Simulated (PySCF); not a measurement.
I$_{2}$Pb, charge -1, doublet, at a GFN2-xTB geometry (such geometries of metal compounds can be far from the true shape) (a state made from the parent by changing its charge; the spin is typed, not shown lowest) (core potentials on I, Pb) (in this run its highest filled SCF level lies above zero, so its values depend strongly on the basis, on diffuse functions most of all); B3LYP/def2-SVP (PySCF).

Input for PySCF:
```python
from pyscf import gto, scf, dft

mol = gto.Mole()
mol.atom = '''
    Pb   -0.00854515   -0.00723813    0.96510244
    I     1.16675138   -2.05197763   -0.75174815
    I    -1.15353057    2.06317624   -0.74142921
'''
mol.basis = 'def2-svp'
mol.ecp = {'I': 'def2-svp', 'Pb': 'def2-svp'}
mol.charge = -1
mol.spin = 1
mol.verbose = 4
mol.build()

mf = dft.UKS(mol)
mf.xc = 'b3lyp'
mf.kernel()
```

What the program printed (banner, timings and long lists left out):

```
PySCF version 2.14.0

[INPUT] verbose = 4
[INPUT] num. atoms = 3
[INPUT] num. electrons = 73
[INPUT] charge = -1
[INPUT] spin (= nelec alpha-beta = 2S) = 1
[INPUT] symmetry False subgroup None
[INPUT] Mole.unit = angstrom
[INPUT] Symbol           X                Y                Z      unit          X                Y                Z       unit  Magmom
[INPUT]  1 Pb    -0.008545150000  -0.007238130000   0.965102440000 AA   -0.016147993193  -0.013678083354   1.823779293749 Bohr   0.0
[INPUT]  2 I      1.166751380000  -2.051977630000  -0.751748150000 AA    2.204840563658  -3.877675734434  -1.420598118148 Bohr   0.0
[INPUT]  3 I     -1.153530570000   2.063176240000  -0.741429210000 AA   -2.179856853613   3.898838040310  -1.401098147653 Bohr   0.0

nuclear repulsion = 269.549704807124
number of shells = 30
number of NR pGTOs = 183
number of NR cGTOs = 78
basis = def2-svp
ecp = {'I': 'def2-svp', 'Pb': 'def2-svp'}

******** <class 'pyscf.dft.uks.UKS'> ********
method = UKS
initial guess = minao
damping factor = 0
level_shift factor = 0
DIIS = <class 'pyscf.scf.diis.CDIIS'>
diis_start_cycle = 1
diis_space = 8
diis_damp = 0
SCF conv_tol = 1e-09
SCF conv_tol_grad = None
SCF max_cycles = 50
direct_scf = True
direct_scf_tol = 1e-13
number electrons alpha = 37  beta = 36
XC library pyscf.dft.libxc version 7.1.2
    S. Lehtola, C. Steigemann, M. J. T. Oliveira, and M. A. L. Marques,  SoftwareX 7, 1–5 (2018)
XC functionals = b3lyp
    P. J. Stephens, F. J. Devlin, C. F. Chabalowski, and M. J. Frisch,  J. Phys. Chem. 98, 11623 (1994)
radial grids:
    Treutler-Ahlrichs [JCP 102, 346 (1995); DOI:10.1063/1.469408] (M4) radial grids

becke partition: Becke, JCP 88, 2547 (1988); DOI:10.1063/1.454033
pruning grids: <function nwchem_prune>
grids dens level: 3
symmetrized grids: False
atomic radii adjust function: <function treutler_atomic_radii_adjust>
small_rho_cutoff = 0
Set gradient conv threshold to 3.16228e-05
tot grids = 67144
init E= -701.470808169762

cycle= 1 E= -785.155695814764  delta_E= -83.7  |g|= 3.04  |ddm|= 12.6
cycle= 2 E= -784.801869285477  delta_E= 0.354  |g|= 2.65  |ddm|= 8.96
cycle= 3 E= -788.350417200297  delta_E= -3.55  |g|= 0.616  |ddm|= 4.98
cycle= 4 E= -788.566209294665  delta_E= -0.216  |g|= 0.419  |ddm|= 2.03
cycle= 5 E= -788.70824832268  delta_E= -0.142  |g|= 0.0903  |ddm|= 0.839
cycle= 6 E= -788.713879824795  delta_E= -0.00563  |g|= 0.0314  |ddm|= 0.199
cycle= 7 E= -788.714607815919  delta_E= -0.000728  |g|= 0.00442  |ddm|= 0.0488
cycle= 8 E= -788.71462305083  delta_E= -1.52e-05  |g|= 0.000734  |ddm|= 0.00705
cycle= 9 E= -788.714623608946  delta_E= -5.58e-07  |g|= 0.000176  |ddm|= 0.00198
cycle= 10 E= -788.714623640276  delta_E= -3.13e-08  |g|= 5.25e-05  |ddm|= 0.000475
cycle= 11 E= -788.714623643661  delta_E= -3.39e-09  |g|= 1.12e-05  |ddm|= 0.000149
cycle= 12 E= -788.714623643878  delta_E= -2.17e-10  |g|= 3.5e-06  |ddm|= 3.71e-05
Extra cycle  E= -788.714623643892  delta_E= -1.46e-11  |g|= 2.89e-06  |ddm|= 1.59e-05
converged SCF energy = -788.714623643892  <S^2> = 0.75184568  2S+1 = 2.0018448
```
